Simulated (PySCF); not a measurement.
Breaking a bond: GaN, triplet.

Levels of theory: UKS-wB97X-V = unrestricted wB97X-V/cc-pVDZ in PySCF; UKS-B3LYP/3-21G = PySCF 2.14.0 with unrestricted B3LYP/3-21G; UCCSD(T) = CCSD(T) on UHF/cc-pVDZ, 10 core orbitals frozen in PySCF 2.14.0.

Energies relative to the lowest point of each curve near equilibrium, in mEh:

```tsv
R / Å	UKS-wB97X-V	UKS-B3LYP/3-21G
1.48	95.3	75.6
1.58	45.7	30.2
1.67	21.6	9.3
1.73	12.7	2.6
1.81	10.6	0.0
1.85	5.3	0.7
1.91	1.9	3.7
1.98	0.0	7.1
2.06	0.7	10.3
2.15	4.0	16.2
2.29	12.5	27.4
```

Problem. Estimate the UCCSD(T) values at these points.

Solution. 1.48: 102.6; 1.58: 49.6; 1.67: 22.8; 1.73: 28.0; 1.81: 12.7; 1.85: 7.8; 1.91: 2.9; 1.98: 0.2; 2.06: 0.0; 2.15: 2.3; 2.29: 8.9 (mEh).

The scan ran from 1.48 to 7.44 Å; beyond the distances shown one of the unrestricted levels run for this scan, shown here or not, changes its spin distribution in one step. The unrestricted determinant behind UCCSD(T) is spin-contaminated at 1.58 to 1.73, 2.29 Å (<S²> up to 2.2, against 2.00 for a pure triplet).
